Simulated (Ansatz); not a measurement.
FH₃S₃Si, SMILES `F[Si](S)(S)S` from Hartree–Fock to CCSD(T)

```xyz
8

F     0.2913    1.6090    0.0389
Si    0.0072    0.0401    0.0005
S    -1.6033   -0.4137    1.2897
S     1.7317   -1.0026    0.6326
S    -0.4823   -0.5373   -1.9715
H    -2.4060    0.5252    0.7546
H     1.8595   -0.2773    1.7596
H     0.6018    0.0567   -2.5044
```

Total charge 0; spin multiplicity 1. All single points use the PBE0-D4/def2-TZVP geometry. It is one conformer, not always the lowest. Frozen core, restricted reference, the Gaussian-basis code of Ansatz. CBS rows extrapolate triple and quadruple zeta; past MP2 they add the triple-zeta difference.

| basis | HF (Eh) | MP2 corr. |
| --- | --- | --- |
| def2-SVP | -1582.31880 | -0.66841 |
| def2-TZVPP | -1582.97803 | -0.89634 |
| def2-QZVPP | -1583.02551 | -0.97910 |

**Question.** Estimate the CCSD correlation energy and the (T) correction in each basis where they were run (hartree).

**Answer.** 
| basis | CCSD corr. | (T) |
| --- | --- | --- |
| def2-SVP | -0.72127 | -0.01858 |
| def2-TZVPP | -0.95062 | -0.04077 |
| CBS(def2) | -1.09468 | as TZ |
